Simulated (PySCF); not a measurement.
**Computed properties of hydronium (H3O), SMILES [OH3+], charge +1**

hydronium (H3O), SMILES [OH3+], charge +1. Geometry: PBE0-D3(BJ)/def2-TZVPD. One conformer was computed; it need not be the lowest. All values are computed for the isolated molecule unless a solvent is named; none is compared with measurement here.

**Structure.** The optimised structure has C3v symmetry. All 6 harmonic modes at PBE0-D3(BJ)/def2-TZVPD (PySCF) are real, so it is a minimum.

**Vibrations.** The strongest infrared lines (harmonic, unscaled, degenerate partners summed) lie at 3691 cm⁻¹ (947 km/mol, H 92 %), 841 cm⁻¹ (443 km/mol, H 85 %, O 15 %), 1675 cm⁻¹ (209 km/mol, H 94 %). The softest mode is at 841 cm⁻¹ and the zero-point energy is 21.7 kcal/mol.

**Electronic structure.** HF/def2-TZVPD (PySCF) places the frontier levels at -25.95 and -4.50 eV, a gap of 21.45 eV and a mean polarisability of 6.2 bohr³.

**Excitations.** TDA-CAM-B3LYP/def2-TZVPD (PySCF) has S1 at 11.40 eV (109 nm, f = 0.042, weak); the most intense of the 10 singlets computed lies at 16.74 eV (f = 0.35). Strengths of degenerate partners are summed. T1 (TDA) is at 10.57 eV, 0.83 eV under S1. No vertical singlet excitation falls in the visible range (under 3.1 eV).

**NMR.** GIAO shifts at PBE0/pcSseg-2 (PySCF) (non-relativistic, atoms alike by connectivity averaged): ¹H at 7.6 ppm against TMS.
